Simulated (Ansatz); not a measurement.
Relaxation of Cl$_{2}$H$_{3}$SiZn (7 atoms, charge 0, multiplicity 2), to a largest force component of 0.03 eV/Å in at most 50 steps.

Computed with UKS PBE0-D4/def2-SVP in Ansatz.

```xyz
7
Properties=species:S:1:pos:R:3
Zn 0.000 0.000 -0.497
Cl 0.000 0.000 2.942
Cl 0.000 0.000 -2.666
Si 0.000 0.000 5.054
H -0.763 -1.188 5.520
H 1.410 -0.067 5.520
H -0.648 1.255 5.520
```

**Question.** Where does it end, and by what steps?

**Answer.** The forces met the threshold. The force dipped under the threshold on the way, but the program's further checks kept it going. After 4 steps the energy has fallen by 0.009 eV; Zn1 moved furthest, 0.03 Å.

| step | energy less start (eV) | largest force component (eV/Å) | accepted |
| --- | --- | --- | --- |
| 0 | 0.0000 | 0.540 | yes |
| 1 | -0.0083 | 0.115 | yes |
| 2 | -0.0093 | 0.013 | yes |
| 3 | -0.0092 | 0.024 | no |
| 4 | -0.0093 | 0.013 | yes |

```xyz
7
Properties=species:S:1:pos:R:3
Zn 0.000 0.000 -0.464
Cl 0.000 0.000 2.953
Cl 0.000 0.000 -2.633
Si 0.000 0.000 5.032
H -0.763 -1.188 5.502
H 1.410 -0.067 5.502
H -0.647 1.254 5.502
```

Whether the end is a true minimum wasn't checked by a vibrational analysis.

Run time: 11 s on 4 threads of Arm Neoverse V2, with other jobs on the host, peak memory 0.34 GiB.
